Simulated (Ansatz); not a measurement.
Consider the formal exchange of groups at a Ge–Ge bond: `[OH][GeH]([F])[GeH3]` + `NCS` → `S[CH2][GeH3]` + `[NH2][GeH]([OH])[F]`.

Gas-phase electronic energies from Ansatz, PBE0-D4/def2-TZVP geometries. CBS: MP2 limit from def2 TZ/QZ plus the TZ coupled-cluster correction, frozen cores. DFT in def2-TZVPP. HSE06 is defined as in plane-wave codes. For Ge outer-core shells are correlated without core-valence functions, which leaves a few kJ/mol of doubt a bond. Scalar relativity is left out up to krypton. Each species was taken in one conformer, which may not be the lowest.

CCSD(T)/CBS gives -64.6 kJ/mol.

Task: Another level gave -48.2 kJ/mol. Which?
A. MP2/def2-TZVPP
B. BHLYP/def2-TZVPP
C. HSE06/def2-TZVPP
D. CCSD(T)/def2-TZVPP

Result: C. HSE06 -48.2, BHLYP -55.3, CCSD(T)/def2-TZVPP -65.8, MP2/def2-TZVPP -74.0 kJ/mol.

Largest T1 diagnostic among the species: 0.012.

From PBE to PBE0 (25 % exact exchange), in def2-TZVPP and without D4, ΔE moves by −7.0 kJ/mol. At CCSD(T), def2-SVP lies +7.9 kJ/mol from the extrapolated value and def2-TZVPP −1.2 kJ/mol. Leaving LDA and LC-ωPBE aside and taking each functional with its dispersion term where it has one, the values, not all of them listed here, spread over 19.9 kJ/mol, from PBE-QIDH to PBE-D4. LDA lies −3.3 kJ/mol from PBE without D4.
